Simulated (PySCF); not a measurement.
A calculated (UHF, PySCF 2.14, pcseg-2, no relativity, point nucleus) atom or ion has these occupied shells.

```csv
shell,electrons,orbital energy (eV),"rms radius, mean of both spins (bohr)"
1s α,1,-8970.6,0.0613
1s β,1,-8970.6,0.0613
2s α,1,-1136.2,0.258
2s β,1,-1135.0,0.258
2p α,3,-994.67,0.230
2p β,3,-993.50,0.230
3s α,1,-164.05,0.774
3s β,1,-161.18,0.774
3p α,3,-118.26,0.816
3p β,3,-114.82,0.816
3d α,5,-40.745,1.03
3d β,4,-39.083,1.03
```

Problem. Name the element and its charge.

Solution. Cu²⁺ (copper, charge +2), in [Ar] 3d9, 2D determinant.
